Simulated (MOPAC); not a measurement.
A run for MOPAC: PM3 on H2S2Se (SMILES S[Se]S), a point of a torsion scan.

```
PM3 1SCF PRECISE CHARGE=0 THREADS=1
H2S2Se

S      1.93811491 1    -0.25292192 1    -0.40151834 1
Se     0.05457839 1    -1.28823782 1    -0.79468992 1
S     -0.11206990 1    -1.28917441 1    -2.97307468 1
H      1.45134029 1     0.98843855 1    -0.32041182 1
H      0.56025142 1    -2.41973861 1    -3.20657515 1
```

The log:

```
*******************************************************************************
 **                                                                           **
 **                              MOPAC v23.2.5                                **
 **                                                                           **
 *******************************************************************************
 ** MOPAC's Digital Object Identifier: https://doi.org/10.5281/zenodo.6511958 **
 **                                                                           **
 ** Please cite the open-source release paper for use of this MOPAC version:  **
 ** J. E. Moussa and J. J. P. Stewart (2026)                                  **
 ** MOPAC: An open-source semiempirical molecular orbital program             **
 ** J. Open Source Softw., 11(119), 8025, https://doi.org/10.21105/joss.08025 **
 *******************************************************************************

                              PM3 CALCULATION RESULTS

 *******************************************************************************
 *  PM3        - The PM3 Hamiltonian to be used
 *
 *
 *
 *                 CHARGE ON SYSTEM = 0
 *
 *
 *
 *  PRECISE    - TIGHTER CRITERIA TO BE USED
 *  1SCF       - DO 1 SCF AND THEN STOP
 *  THREADS=1  - MULTI-THREADING NOT USED
 *  T=         - A TIME OF 172800.0 SECONDS REQUESTED
 *  DUMP=N     - RESTART FILE WRITTEN EVERY 7200.0 SECONDS REQUESTED
 *******************************************************************************
PM3 1SCF PRECISE CHARGE=0 THREADS=1
 H2S2Se

   ATOM   CHEMICAL          X               Y               Z
  NUMBER   SYMBOL      (ANGSTROMS)     (ANGSTROMS)     (ANGSTROMS)

     1       S          1.93811491  *  -0.25292192  *  -0.40151834  *
     2      Se          0.05457839  *  -1.28823782  *  -0.79468992  *
     3       S         -0.11206990  *  -1.28917441  *  -2.97307468  *
     4       H          1.45134029  *   0.98843855  *  -0.32041182  *
     5       H          0.56025142  *  -2.41973861  *  -3.20657515  *



          CARTESIAN COORDINATES

    NO.       ATOM           X           Y           Z

     1         S          1.9381     -0.2529     -0.4015
     2        Se          0.0546     -1.2882     -0.7947
     3         S         -0.1121     -1.2892     -2.9731
     4         H          1.4513      0.9884     -0.3204
     5         H          0.5603     -2.4197     -3.2066

  H: (PM3): J. J. P. STEWART, J. COMP. CHEM. 10, 209 (1989).
  S: (PM3): J. J. P. STEWART, J. COMP. CHEM. 10, 209 (1989).
 Se: (PM3): J. J. P. STEWART, J. COMP. CHEM. 12, 320-341 (1991).

           Empirical Formula: H2 S2 Se  =     5 atoms



      MOLECULAR POINT GROUP   :   C2


      RHF CALCULATION, NO. OF DOUBLY OCCUPIED LEVELS = 10


 -------------------------------------------------------------------------------
 PM3 1SCF PRECISE CHARGE=0 THREADS=1
 H2S2Se



     1SCF WAS SPECIFIED, SO BFGS WAS NOT USED
     SCF FIELD WAS ACHIEVED


                              PM3 CALCULATION
                                                       MOPAC v23.2.5 Linux




          FINAL HEAT OF FORMATION =          2.10426 KCAL/MOL =       8.80422 KJ/MOL


          COSMO AREA              =        117.73 SQUARE ANGSTROMS
          COSMO VOLUME            =        106.57 CUBIC ANGSTROMS

          IONIZATION POTENTIAL    =          9.854485 EV
          HOMO LUMO ENERGIES (EV) =         -9.854 -3.405
          NO. OF FILLED LEVELS    =         10
          MOLECULAR WEIGHT        =        145.0958         POINT GROUP:  C2

          MOLECULAR DIMENSIONS (Angstroms)

            Atom       Atom       Distance
            H     5    H     4     4.55408
            S     1    S     3     2.00352
            H     5   Se     2     1.47330


          SCF CALCULATIONS        =          1





   ATOM   CHEMICAL          X               Y               Z
  NUMBER   SYMBOL      (ANGSTROMS)     (ANGSTROMS)     (ANGSTROMS)

     1       S          1.93811491  *  -0.25292192  *  -0.40151834  *
     2      Se          0.05457839  *  -1.28823782  *  -0.79468992  *
     3       S         -0.11206990  *  -1.28917441  *  -2.97307468  *
     4       H          1.45134029  *   0.98843855  *  -0.32041182  *
     5       H          0.56025142  *  -2.41973861  *  -3.20657515  *

                             CARTESIAN COORDINATES

   1    S        1.938114910    -0.252921920    -0.401518340
   2   Se        0.054578390    -1.288237820    -0.794689920
   3    S       -0.112069900    -1.289174410    -2.973074680
   4    H        1.451340290     0.988438550    -0.320411820
   5    H        0.560251420    -2.419738610    -3.206575150


           Empirical Formula: H2 S2 Se  =     5 atoms



      MOLECULAR POINT GROUP   :   C2


                  EIGENVALUES
 -27.75419 -27.01888 -18.58380 -16.15700 -14.10903 -13.51263 -12.65651 -10.22634
 -10.10341  -9.85448  -3.40518  -2.78185   0.27148   0.49181


              NET ATOMIC CHARGES AND DIPOLE CONTRIBUTIONS

  ATOM NO.   TYPE          CHARGE      No. of ELECS.   s-Pop       p-Pop
    1          S          -0.061671        6.0617     1.91473     4.14694
    2         Se           0.057093        5.9429     1.93330     4.00961
    3          S          -0.060147        6.0601     1.91451     4.14564
    4          H           0.032202        0.9678     0.96780
    5          H           0.032523        0.9675     0.96748
 DIPOLE           X         Y         Z       TOTAL
 POINT-CHG.    -0.215    -0.131     0.209     0.327
 HYBRID         0.216     0.138    -0.187     0.318
 SUM            0.002     0.007     0.022     0.023


          ATOMIC ORBITAL ELECTRON POPULATIONS

     Atom    s        px        py        pz
    1  S   1.91473   1.21830   1.10452   1.82413
    2 Se   1.93330   1.26490   1.72651   1.01820
    3  S   1.91451   1.65620   1.31586   1.17357
    4  H   0.96780
    5  H   0.96748

 **********************
 *                    *
 * JOB ENDED NORMALLY *
 *                    *
 **********************




 == MOPAC DONE ==
```

The run finished.

Cost: roughly 0.020 core-seconds.
